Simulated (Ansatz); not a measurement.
Input file for Ansatz (a program for electronic structure): R-B3LYP-D3(BJ)/def2-TZVP on BH5OSi (SMILES BO[SiH3]).

Ansatz 0.2 input:
```yaml
crystal:
  periodic: [false, false, false]
  atoms:
    - {symbol: B, position_ang: [-0.37467540, 0.29017491, 1.55271724]}
    - {symbol: H, position_ang: [-1.46431184, 0.49010658, 1.98266707]}
    - {symbol: H, position_ang: [0.57680287, 0.28570430, 2.24995587]}
    - {symbol: O, position_ang: [-0.26660950, 0.08589684, 0.27683774]}
    - {symbol: Si, position_ang: [0.27810828, -0.24260936, -1.22408504]}
    - {symbol: H, position_ang: [0.94990606, 0.97681571, -1.67625232]}
    - {symbol: H, position_ang: [-0.94862445, -0.56289075, -2.06223470]}
    - {symbol: H, position_ang: [1.19369818, -1.38634893, -1.16887471]}
basis:
  gaussian:
    orbitals: def2-TZVP
hamiltonian:
  xc: b3lyp
  dispersion: d3bj
relax: {f_tol: 0.003, max_steps: 120}
```

Q: Predict the final total energy.

A: -392.7252 hartree.

Q: How many basis functions does it have, and what does it roughly cost on one machine?

A: 129 functions; about 50 core-seconds (a rough figure).
